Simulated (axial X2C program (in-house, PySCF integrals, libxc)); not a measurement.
## Nuclear properties of FeB⁻

Computed with an axial X2C code built on PySCF integrals: two-component X2C with atomic mean-field Coulomb and Gaunt terms, Gaussian nuclei, basis Fe dyall-acv3z, B dyall-av3z with contracted cores.

R = 1.795 Å (near the PBE0 minimum at charge -1 of the determinant lowest at the starting distance; the state shown can have its own minimum elsewhere).

Input and command:
```json
{"zs": [26, 5], "q": -1, "bas": ["dyall-acv3z", "dyall-av3z"], "r0": 2.01, "levels": ["PBE0", "HF", "LDA", "TPSSh", "PBE"], "nst": 3}
```
```bash
python soeom.py task.json out
```

Keys: zs atomic numbers; q charge; bas basis sets; r0 starting distance in Å; levels methods; nst determinants followed.

Determinant lowest in the PBE0 search, Ω = 1 (⟨Sz⟩ = 1.00, ⟨Lz⟩ = 0.00 at PBE0), spin on the atoms Fe 1.68, B -0.68:

```
level  Eeff magnitude (GV/cm)  Ws magnitude Fe (kHz)  A∥/gI Fe (MHz)  qzz Fe (a.u.)  A∥/gI B (MHz)  qzz B (a.u.)
 PBE0                   0.257                   0.16            63.3          -2.62           5.03         -0.13
   HF                   0.606                  0.293            -134          -3.27          -21.6         -0.03
  LDA                  0.0453                 0.0507             151          -2.87          -2.81         -0.24
TPSSh                   0.189                  0.125             110          -2.70          -3.51         -0.18
  PBE                  0.0324                 0.0476             160          -2.80           2.08         -0.23
```

Eeff is the effective electric field on the electron electric dipole moment in this Ω state and Ws the scalar–pseudoscalar constant of the nucleus named (defined with the proton number Z and per Ω); A∥ (defined per Ω) follows by multiplying with gI = μI/(I μN); qzz is the electric field gradient, eQq0 = 234.96 MHz × Q/barn × qzz. The operators were transformed with the bare-nucleus X2C matrices; with these basis sets, hyperfine constants and field gradients can be off by tens of per cent, and where levels differ in sign neither size nor sign is settled.

Each state is one determinant with collinear spin, which with several unpaired electrons need not be a pure state. Unrestricted Hartree–Fock can overshoot spin polarisation at the nuclei. For an anion, determinants above electron detachment, or with a positive highest level, are held by the basis set. With several open shells hyperfine constants can be off by a factor of several. Where Eeff spreads by more than a factor of two the levels disagree and none is to be relied on. In the state Ω = 1 the atomic spins oppose each other (1.68, -0.68): a broken-symmetry determinant whose values are not spin-projected. Open-shell Ω = 0 determinants with evenly filled partner blocks cannot be reached by this program, so the Ω shown need not be the lowest component. The search compared states at one distance, so a state with another bond length can lie lower. Further determinants of the search, some of them spin-mixed, are not shown. Where a field gradient or hyperfine factor spreads by more than a factor of two over the levels, a constant derived from it is not to be relied on.
